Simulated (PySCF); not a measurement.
## Continuum solvent and chemical shifts

Mapped SMILES: `[CH3:1][C@@:2]12[CH2:3][CH2:4][C@@:5]([F:6])([CH2:7]1)[C:8](=[O:9])[CH2:10]2`; H(Xn) means a hydrogen on atom n. Ha(C3), Ha(C4), Ha(C7), Ha(C10) are pro-R; Hb(C3), Hb(C4), Hb(C7), Hb(C10) are pro-S.

GIAO PBE0/pcSseg-1 in PySCF on one PBE0-D3(BJ)/def2-SVP conformer, non-relativistic, equivalent nuclei averaged. Solvents enter as an IEF-PCM continuum (cyclohexane with ε = 2.0, acetonitrile with ε = 35.7) around the gas-phase geometry. Shifts are referred to TMS, CFCl3 computed in the same medium.

In cyclohexane, δ in ppm: C8 217.3, C5 104.4, C10 52.8, C7 48.3, C2 37.3, C3 36.8, C4 31.6, C1 24.2, F6 -215.2, Ha(C4) 2.05, Hb(C10) 1.98, Ha(C10) 1.98, Hb(C4) 1.74, Hb(C7) 1.71. Dipole moment 4.91 D.

(1) How does each δ change in the more polar medium?

(2) Which nuclei move most (in ppm), and what does the model miss?

Results:

(1) 
| atoms | environment | Δδ, acetonitrile |
| --- | --- | --- |
| C8 | ketone carbonyl carbon | +5.7 |
| C5 | fully substituted sp3 carbon bonded to F, α to a carbonyl | +1.8 |
| C10 | sp3 CH2 α to a carbonyl | +0.9 |
| C7 | sp3 CH2 in a ring | +0.3 |
| C2 | quaternary sp3 carbon in a ring | +0.9 |
| C3 | sp3 CH2 in a ring | +0.3 |
| C4 | sp3 CH2 in a ring | +0.5 |
| C1 | methyl carbon | -0.1 |
| F6 | fluorine on an sp3 carbon | -2.3 |
| Ha(C4) | hydrogen on an sp3 CH2 in a ring | +0.09 |
| Hb(C10) | hydrogen on an sp3 CH2 α to a carbonyl | +0.14 |
| Ha(C10) | hydrogen on an sp3 CH2 α to a carbonyl | +0.13 |
| Hb(C4) | hydrogen on an sp3 CH2 in a ring | +0.01 |
| Hb(C7) | hydrogen on an sp3 CH2 in a ring | +0.15 |

Changes are relative to cyclohexane. The dipole moment becomes 5.67 D in acetonitrile.

(2) C8 (ketone carbonyl carbon, +5.7 ppm) in acetonitrile. A continuum only polarises the solute; specific hydrogen bonds, the anisotropy of aromatic solvents and changes of geometry or conformer are outside it.
